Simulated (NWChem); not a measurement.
BH3Se; SMILES B[SeH]

All runs: NWChem. Pople sets run with spherical d functions. Structure relaxed at the PBE-D3(BJ)/def2-SVP level. Ions are spin-unrestricted doublets at the neutral geometry; other ion states weren't tried. Functional: LC-ωPBE (HJS hole) with 6-31G*; the question gives the range parameter ω in 1/bohr.

Predict the results for range parameter (1/bohr) 0.10. Quantities: vertical ionisation energy, ΔSCF (eV); −ε(HOMO) (eV).


| Quantity | Result |
|---|---|
| vertical ionisation energy, ΔSCF (eV) | 10.29 |
| −ε(HOMO) (eV) | 8.19 |
